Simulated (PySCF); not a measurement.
**Cost of excited-state runs on arachno-B4H10**

Geometry (Å), atoms numbered from 1 in this order:
```xyz
14

B     0.1646    1.0600    1.1677
B    -0.4246   -0.7776    0.5414
B    -0.5527   -0.3707   -1.4368
B     0.9989   -0.2403   -0.1454
H     0.6552    1.1242    2.2357
H    -0.5812   -1.7819    1.1343
H    -0.5567   -1.2936   -2.1675
H     2.0390   -0.7898   -0.1274
H    -0.8534    0.1769    1.2814
H     1.1853    0.9509    0.2963
H    -1.3146   -0.7310   -0.3792
H     0.7327    0.0403   -1.3672
H    -0.3912    2.0269    0.7787
H    -1.1013    0.6058   -1.8120
```

PySCF with density fitting, on 1 thread of an Arm Neoverse V2, shared host. Command: `OMP_NUM_THREADS=1 python excited_run.py task.json out`

Q: How long does each of these runs take, and how much memory?
- magnetisability and related constants, B3LYP/def2-SVP; writes grids
- magnetisability and related constants, KT2/def2-SVP; usual settings

A: 
| run | level | basis functions | wall time | peak memory (GiB) |
| --- | --- | --- | --- | --- |
| magnetisability and related constants | B3LYP/def2-SVP | 106 | 8.9 s | 0.45 |
| magnetisability and related constants | KT2/def2-SVP | 106 | 8.4 s | 0.4 |

Times from a shared host are rough.
